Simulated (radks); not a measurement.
Removal energies from the phosphorus ion P2+, [Ne] 3s2 3p(1/2: 1, 3/2: 0), by Delta-SCF beside the eigenvalue of the level emptied. Calculated with a radial shooting solver on a logarithmic mesh with Libxc functionals: Dirac Kohn-Sham, PBE, spin-unpolarised, spherical densities, finite nucleus; Fermi nuclear charge, rms radius of each element as measured or else 0.836 A^(1/3) + 0.57 fm. Sub-shells are occupied by j as written (lower j first in brackets).

| removed from | final configuration | Delta-SCF (eV) | -eigenvalue (eV) |
|---|---|---|---|
| 3p1/2 | [Ne] 3s2 | 29.792 | 24.317 |
| 3s1/2 | [Ne] 3s1 3p(1/2: 1, 3/2: 0) | 40.009 | 33.944 |
| 2p3/2 | [He] 2s2 2p(1/2: 2, 3/2: 3) 3s2 3p(1/2: 1, 3/2: 0) | 166.55 | 147.74 |
| 2p1/2 | [He] 2s2 2p(1/2: 1, 3/2: 4) 3s2 3p(1/2: 1, 3/2: 0) | 167.54 | 148.66 |
